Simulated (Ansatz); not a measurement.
System: SnH2, net charge -1, doublet state. 
Geometry from a B3LYP-D3(BJ)/def2-TZVP (Ansatz, a quantum-chemistry and plane-wave program) optimisation:
```xyz
3

Sn     0.0043    -0.0004     0.0486
H     -0.1292    -1.2865    -1.2246
H     -0.0881     1.3069    -1.2066
```
Charge -1, spin multiplicity 2.

Total electronic energies in hartree. Cores are frozen in the correlated levels unless marked. UHF or UKS for open shells. Spin-orbit coupling is left out. Frozen are the shells of the preceding noble gas and the d and f shells that filled before the atom's block. Past Kr the def2 sets carry scalar-relativistic core potentials. STO-3G rows are all-electron and non-relativistic. Basis-set limits of correlation are two-point, X^-3; Hartree-Fock from the larger set.

```tsv
level	program	energy (Eh)
HF/STO-3G	Ansatz	-5964.21377
r2SCAN-D3(BJ)/def2-TZVPD	Ansatz + dftd3	-215.57905
r2SCAN0/def2-TZVPD	Ansatz	-215.55090
MP2/def2-SVPD	Ansatz	-214.57886
RI-MP2/def2-TZVPP	Ansatz	-214.60526
SCS-MP2/def2-SVP	Ansatz	-214.57498
SCS-MP2/def2-QZVPP	Ansatz	-214.62591
CCSDT/def2-SVP	Ansatz	-214.59456
CCSD(T)/CBS(def2-TZVPPD,def2-QZVPPD)	Ansatz	-214.6490
```

Totals of different functionals don't rank their quality; only differences between species are comparable.
